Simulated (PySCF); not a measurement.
# Computed records: ClH2Si

Computed with PySCF 2.14.0. Calculation on a computer-drawn molecule: vertical ionisation energy to the stated ion spin, frozen-core CCSD(T) at the basis limit and cheaper methods, single-reference cases, UHF for radicals, no spin-orbit; all values are single points at the evaluated structure, the first of each entry, which is the reference or a displaced copy of it and isn't optimised; the reference structure only sets the zero of the energies above reference; triples share is (T) over the correlation energy.

Common to all runs: charge 1; multiplicity 1; ion multiplicity 2; diffuse functions no; basis cc-pV(n+d)Z; reference is the Hartree-Fock double-zeta minimum; best is HF at quadruple zeta + MP2 correlation extrapolated from triple and quadruple zeta + CCSD(T) minus MP2 at triple zeta; basis step is the size of the change from the same recipe one zeta lower.

(1) ClH2Si

Evaluated structure:
```xyz
4
ClH2Si
Si    -0.6199    -0.2494    -1.3245
Cl    -2.1922     0.9061    -2.3536
H      0.5966     0.4328    -0.9210
H     -0.8384    -1.6748    -1.0787
```

Reference structure:
```xyz
4
ClH2Si
Si    -0.6180    -0.2505    -1.3250
Cl    -2.0125     0.7703    -2.2321
H      0.5982     0.4416    -0.9209
H     -0.8413    -1.6695    -1.0833
```

```
ionisation energy best                    : 18.14 eV
ionisation energy basis step              : 0.06129 eV
energy above reference best               : 14.97 kcal/mol
energy above reference basis step         : 1.06 kcal/mol
ionisation energy Koopmans at triple zeta : 18.6 eV
ionisation energy EOM CCSD at triple zeta : 18.01 eV
total energy HF triple zeta               : -749.3394 hartree
total energy CCSD(T) triple zeta          : -749.6720 hartree
total energy best                         : -749.7237 hartree
T1 diagnostic at triple zeta              : 0.01743
D1 diagnostic at triple zeta              : 0.05239
ion T1 diagnostic at triple zeta          : 0.01737
ion D1 diagnostic at triple zeta          : 0.0613
ion spin squared at triple zeta           : 0.7617
triples share at triple zeta              : 0.04025
basis functions triple zeta               : 106
```

Drawn bonds:
| atom | other atom | order |
| --- | --- | --- |
| 1 | 2 | 1 |
| 1 | 3 | 1 |
| 1 | 4 | 1 |

Triple zeta:
| method | ionisation energy (eV) | energy above reference (kcal/mol) |
| --- | --- | --- |
| HF | 16.74 | 16.05 |
| PBE | 17.93 | 12.3 |
| r2SCAN | 17.99 | 14.41 |
| B3LYP | 18.01 | 13.25 |
| wB97X | 17.99 | 15.9 |
| MP2 | 18.06 | 15.29 |
| CCSD | 17.86 | 14.72 |
| CCSD(T) | 17.96 | 14.15 |

(2) ClH2Si

Evaluated structure:
```xyz
4
ClH2Si
Si    -0.6199    -0.2494    -1.3245
Cl    -2.1929     0.9066    -2.3541
H      0.5966     0.4328    -0.9210
H     -0.8384    -1.6748    -1.0787
```

Reference structure:
```xyz
4
ClH2Si
Si    -0.6180    -0.2505    -1.3250
Cl    -2.0125     0.7703    -2.2321
H      0.5982     0.4416    -0.9209
H     -0.8413    -1.6695    -1.0833
```

```
ionisation energy best                    : 18.14 eV
ionisation energy basis step              : 0.06124 eV
energy above reference best               : 15.07 kcal/mol
energy above reference basis step         : 1.063 kcal/mol
ionisation energy Koopmans at triple zeta : 18.6 eV
ionisation energy EOM CCSD at triple zeta : 18 eV
total energy HF triple zeta               : -749.3392 hartree
total energy CCSD(T) triple zeta          : -749.6718 hartree
total energy best                         : -749.7236 hartree
T1 diagnostic at triple zeta              : 0.01745
D1 diagnostic at triple zeta              : 0.05245
ion T1 diagnostic at triple zeta          : 0.01733
ion D1 diagnostic at triple zeta          : 0.06108
ion spin squared at triple zeta           : 0.7617
triples share at triple zeta              : 0.04026
basis functions triple zeta               : 106
```

Drawn bonds:
| atom | other atom | order |
| --- | --- | --- |
| 1 | 2 | 1 |
| 1 | 3 | 1 |
| 1 | 4 | 1 |

Triple zeta:
| method | ionisation energy (eV) | energy above reference (kcal/mol) |
| --- | --- | --- |
| HF | 16.73 | 16.15 |
| PBE | 17.92 | 12.38 |
| r2SCAN | 17.99 | 14.5 |
| B3LYP | 18.01 | 13.34 |
| wB97X | 17.98 | 16 |
| MP2 | 18.06 | 15.39 |
| CCSD | 17.85 | 14.82 |
| CCSD(T) | 17.95 | 14.25 |
